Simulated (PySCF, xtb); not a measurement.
B(AsH2)(Me)2 (C₂H₈AsB), SMILES CB(C)[AsH2].

GFN2-xTB run with xtb 6.7.1 at its own geometry gives an orbital gap of 3.42 eV and a dipole moment of 1.91 D.

Geometry: PBE0-D3(BJ)/def2-SVP. The structure was generated by enumeration, and PubChem lists no compound with its InChIKey, so it may never have been made.

Q: What does PBE/def2-TZVP in PySCF give? (An estimate is asked for; the answer gives what the named calculation found.)

A: gap 3.98 eV (levels -5.85 and -1.87 eV), dipole 1.22 D.
